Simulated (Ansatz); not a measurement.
Li16⁺, 16 atoms. Hardware: 4 threads of Arm Neoverse V1 on a shared host.

Correlated methods freeze no core orbitals; core or outer-core shells of Li are correlated, in sets that lack core-valence functions.

Task: How many basis functions does each of these Ansatz runs have, and roughly what does it cost? r2SCAN/def2-TZVP, charge 1 doublet, energy, from earlier orbitals; PBE/def2-TZVP, charge 1 doublet, energy and forces, from earlier orbitals; revPBE/def2-TZVP, charge 1 doublet, energy, from earlier orbitals; LDA (SPW92)/def2-TZVP, charge 1 doublet, energy, from earlier orbitals; MP2/def2-TZVP, charge 1 doublet, energy, from earlier orbitals; PBE/def2-SVP, charge 1 doublet, energy, from earlier orbitals; LC-ωPBE/def2-TZVP, charge 1 doublet, energy, from earlier orbitals; PBE0/def2-TZVP, charge 1 doublet, energy, from earlier orbitals; PBE0/def2-SVP, charge 1 doublet, energy with a search over starts; PBE0/def2-SVP, charge 1 doublet, energy, from earlier orbitals; PBE/def2-SVP, charge 1 doublet, relaxation, 36 steps; CCSD(T)/def2-SVP, charge 1 doublet, energy, from earlier orbitals.

Result: Other jobs shared the machine, so times can vary by a factor of up to 3. A dash marks memory too small to be measured apart from the calling script's.

```csv
run,functions,fitting or Cholesky vectors,wall time,peak host memory (GiB)
"LDA (SPW92)/def2-TZVP, charge 1 doublet, energy, from earlier orbitals",224,2064,3.7 s,–
"PBE/def2-SVP, charge 1 doublet, energy, from earlier orbitals",144,2176,9.5 s,–
"revPBE/def2-TZVP, charge 1 doublet, energy, from earlier orbitals",224,2064,10 s,–
"PBE/def2-TZVP, charge 1 doublet, energy and forces, from earlier orbitals",224,2064,12 s,–
"MP2/def2-TZVP, charge 1 doublet, energy, from earlier orbitals",224,2428,12 s,0.74
"PBE0/def2-SVP, charge 1 doublet, energy, from earlier orbitals",144,2064,21 s,0.68
"PBE0/def2-TZVP, charge 1 doublet, energy, from earlier orbitals",224,2064,29 s,1.3
"LC-ωPBE/def2-TZVP, charge 1 doublet, energy, from earlier orbitals",224,2064,47 s,1.1
"r2SCAN/def2-TZVP, charge 1 doublet, energy, from earlier orbitals",224,2064,54 s,1.1
"PBE0/def2-SVP, charge 1 doublet, energy with a search over starts",144,2064,69 s,0.8
"PBE/def2-SVP, charge 1 doublet, relaxation, 36 steps",144,2176,3.3 min,–
"CCSD(T)/def2-SVP, charge 1 doublet, energy, from earlier orbitals",144,2064,9.9 min,3.4
```
